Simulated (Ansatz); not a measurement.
Al₄As₄H₁₄, a cluster cut from wurtzite AlAs (hydrogen-capped), relaxed as a singlet with RKS r2SCAN-D4/def2-SVP in Ansatz, starting from the GFN2-xTB geometry. Force threshold 0.03 eV/Å.

Start:

```csv
atom,x (Å),y (Å),z (Å)
Al1,-2.620,-0.637,-0.918
As2,-0.497,-2.106,-1.066
Al3,0.115,2.580,-1.193
As4,-1.475,1.269,0.201
As5,1.912,0.723,-1.292
Al6,1.805,-1.551,-0.249
Al7,-0.806,0.899,2.568
As8,1.096,-0.763,2.019
H9,-2.998,-0.400,-2.416
H10,-3.572,-1.466,0.001
H11,-0.287,-2.650,-2.457
H12,-0.743,-3.506,-0.561
H13,-0.305,2.748,-2.689
H14,0.841,3.749,-0.455
H15,-2.613,2.256,0.370
H16,2.361,0.472,-2.710
H17,3.287,1.241,-0.951
H18,2.964,-2.562,-0.417
H19,-1.796,0.034,3.412
H20,-0.048,2.092,3.233
H21,0.998,-2.018,2.849
H22,2.381,-0.404,2.721
```

Question: Estimate the energy that the relaxation releases and the steps that it takes.

Answer: 0.21 eV, in 4 steps; 12 s on 2 threads of AMD EPYC 7R13 on a shared host and a share (18 GiB) of an NVIDIA H100 80GB HBM3. No frequencies were taken in this run, so the end may be a saddle point.

Question: Does the start keep its bonding and symmetry?

Answer: By distances, no bond broke or formed. The bond that changes most is Al6–H18, from 1.55 to 1.59 Å (atoms count from 1). Point group Cs at the start, C3v at the end, both within 0.05 Å.

Question: Predict the relaxed structure.

Answer: 
```tsv
atom	x (Å)	y (Å)	z (Å)
Al1	-2.588	-0.656	-0.919
As2	-0.509	-2.170	-1.097
Al3	0.137	2.555	-1.195
As4	-1.483	1.277	0.207
As5	1.962	0.740	-1.335
Al6	1.725	-1.484	-0.240
Al7	-0.780	0.881	2.567
As8	1.124	-0.786	2.072
H9	-2.953	-0.338	-2.436
H10	-3.548	-1.455	0.069
H11	-0.262	-2.620	-2.516
H12	-0.755	-3.533	-0.498
H13	-0.359	2.701	-2.701
H14	0.837	3.731	-0.382
H15	-2.624	2.260	0.366
H16	2.337	0.433	-2.764
H17	3.306	1.257	-0.885
H18	2.921	-2.513	-0.407
H19	-1.842	0.010	3.371
H20	-0.024	2.138	3.186
H21	0.953	-2.075	2.837
H22	2.425	-0.354	2.702
```
Bond lengths (bridged metal pairs left out): 9 × Al–As 2.49 to 2.58 Å; 7 × Al–H 1.59 Å; 7 × As–H 1.51 Å.
